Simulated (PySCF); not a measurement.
C₂H₆O, SMILES OCC. Atoms are numbered in the order given.

```xyz
9

C     -0.8459     0.5987    -0.6598
C      0.0784    -0.5128    -0.2129
O      0.9074    -0.1366     0.8678
H     -1.4354     0.2888    -1.5267
H     -0.2739     1.4889    -0.9294
H     -1.5466     0.8709     0.1358
H      0.7600    -0.7862    -1.0218
H     -0.5030    -1.4117     0.0362
H      0.3444     0.1263     1.6003
```

Coordinates come from a PBE0-D3(BJ)/def2-TZVP optimisation. One conformer was computed; it need not be the lowest.

All values below come from HF/def2-TZVPD (PySCF).

Mulliken values depend strongly on the basis, most of all with diffuse functions as here. ESP charges are fitted to the potential on shells at 1.4 to 2.0 van der Waals radii. Atomic charges (e):

```csv
atom,ESP fit,Mulliken,meta-Löwdin
C1,-0.46,-0.46,(withheld)
C2,0.45,0.08,0.09
O3,-0.71,-0.54,-0.57
H4,0.10,0.15,(withheld)
H5,0.13,0.11,(withheld)
H6,0.11,0.16,(withheld)
H7,0.02,0.11,0.09
H8,-0.05,0.10,0.07
H9,0.41,0.30,(withheld)
```

Problem. Complete the blanks. (The exact figures need the calculation; the answer reports its results.)

Solution. 
- C1, meta-Löwdin: -0.29
- H4, meta-Löwdin: 0.10
- H5, meta-Löwdin: 0.10
- H6, meta-Löwdin: 0.08
- H9, meta-Löwdin: 0.33
